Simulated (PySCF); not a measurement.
**How methods differ on the ionisation energy of Sn**

Sn [Kr] 4d10 5s2 5p2 (3P) → Sn⁺ [Kr] 4d10 5s2 5p1 (2P), as a difference of total energies. Calculation: PySCF 2.14, in aug-cc-pVTZ-PP with ECP28MDF (6s5p4d2f, 55 functions); a scalar-relativistic core potential. Correlated levels: valence: 4s2 4p6 4d10 frozen. The calculations carry no spin-orbit coupling.

Question: Order these methods by the ionisation energy they give, lowest first.
A. CCSD(T) (valence)
B. UHF
C. MP2 (valence)
D. CCSD (valence)

Answer: B (6.851 eV), C (7.158 eV), D (7.188 eV), A (7.215 eV).

Errors of the correlated levels include the incompleteness of this basis and the frozen core.

For comparison: 7.389 eV (measured; NIST levels, between the centres of gravity of the two terms).
